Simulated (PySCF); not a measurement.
# Heteronuclear NMR

Molfile (atoms numbered from 1):
```
C7H10OSi
     RDKit          3D

 19 19  0  0  0  0  0  0  0  0999 V2000
    3.5961   -0.1551   -1.1845 C   0  0  0  0  0  0  0  0  0  0  0  0
    2.3483   -0.0197   -0.4678 C   0  0  0  0  0  0  0  0  0  0  0  0
    1.3134    0.0982    0.1290 C   0  0  0  0  0  0  0  0  0  0  0  0
    0.0795    0.2409    0.8333 C   0  0  2  0  0  0  0  0  0  0  0  0
   -0.7206   -0.9549    1.2077 C   0  0  0  0  0  0  0  0  0  0  0  0
   -1.2480   -0.0451    0.1198 C   0  0  1  0  0  0  0  0  0  0  0  0
   -2.7485    1.0867    0.3620 Si  0  0  0  0  0  4  0  0  0  0  0  0
   -1.1933   -0.5321   -1.2513 C   0  0  0  0  0  0  0  0  0  0  0  0
   -2.0162   -0.2104   -2.0749 O   0  0  0  0  0  0  0  0  0  0  0  0
    3.4105   -0.1358   -2.2584 H   0  0  0  0  0  0  0  0  0  0  0  0
    4.0779   -1.0977   -0.9253 H   0  0  0  0  0  0  0  0  0  0  0  0
    4.2638    0.6665   -0.9268 H   0  0  0  0  0  0  0  0  0  0  0  0
    0.0605    1.0880    1.5113 H   0  0  0  0  0  0  0  0  0  0  0  0
   -0.3516   -1.9260    0.9072 H   0  0  0  0  0  0  0  0  0  0  0  0
   -1.2441   -0.9528    2.1520 H   0  0  0  0  0  0  0  0  0  0  0  0
   -3.9634    0.3168    0.1228 H   0  0  0  0  0  0  0  0  0  0  0  0
   -2.6118    2.2479   -0.5084 H   0  0  0  0  0  0  0  0  0  0  0  0
   -2.7001    1.5113    1.7684 H   0  0  0  0  0  0  0  0  0  0  0  0
   -0.3623   -1.2175   -1.5084 H   0  0  0  0  0  0  0  0  0  0  0  0
  1  2  1  0
  2  3  3  0
  3  4  1  0
  4  5  1  0
  5  6  1  0
  6  7  1  1
  6  8  1  0
  8  9  2  0
  6  4  1  0
  1 10  1  0
  1 11  1  0
  1 12  1  0
  4 13  1  1
  5 14  1  0
  5 15  1  0
  7 16  1  0
  7 17  1  0
  7 18  1  0
  8 19  1  0
M  END
```

[PySCF 2.14.0 with density-fitted response routines: shieldings: GIAO PBE0/pcSseg-1; coordinates at the GFN2-xTB level; one computed conformer; gas phase; averaged over atoms made equivalent by symmetry, fast rotation or ring inversion; no relativistic terms]

Q: Predict the ²⁹Si NMR data.

A: 
```csv
atoms,environment,σ (ppm),δ (ppm)
Si7,"silicon bonded to C, 3 H",414.0,-60.3
```

Shieldings were converted by a linear fit to measured shifts: ²⁹Si (scatter 8.9 ppm rms, 25.8 ppm with the 6 outliers that the fit left out vs TMS, solution or neat liquid). Occasional misses reach two or three times the rms, and more in compound classes unlike the fitted ones.

On a 600 MHz spectrometer ²⁹Si resonates near 119.2 MHz, so 1 ppm is 119.2 Hz.

Q: Where does ¹⁷O resonate?

A: 
| atoms | environment | σ (ppm) | δ (ppm) |
| --- | --- | --- | --- |
| O9 | aldehyde oxygen | -355.4 | 590.4 |

Shieldings were converted by a linear fit to measured shifts: ¹⁷O: δ = 266.70 − 0.911σ (rms 10.7 ppm, 155 shifts, 12.2 ppm with the 3 outliers that the fit left out vs liquid water, solution or neat liquid). Occasional misses reach two or three times the rms, and more in compound classes unlike the fitted ones.

On a 600 MHz spectrometer ¹⁷O resonates near 81.3 MHz, so 1 ppm is 81.3 Hz.
